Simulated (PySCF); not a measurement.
A structure optimised at r2SCAN-D4/def2-SVP, used in a PySCF frequency run:

```xyz
11

In    -0.1793     0.1743     0.2854
H     -1.6068    -0.3276     1.1455
C      0.8706     2.0145     0.7473
H      1.1795     2.0165     1.8046
H      0.1996     2.8753     0.5974
H      1.7611     2.1448     0.1156
C      0.4713    -1.1652    -1.2771
C     -0.1965    -2.3006    -1.5439
H      1.3611    -0.9473    -1.8863
H      0.1156    -2.9991    -2.3346
H     -1.0951    -2.5954    -0.9847
```

Problem. Write its SMILES and formula.

Solution. C=[CH][InH][CH3], C₃H₇In

Problem. What are its rotational constants (standard atomic weights)?

Solution. 13.708, 2.1430, 1.8752 GHz
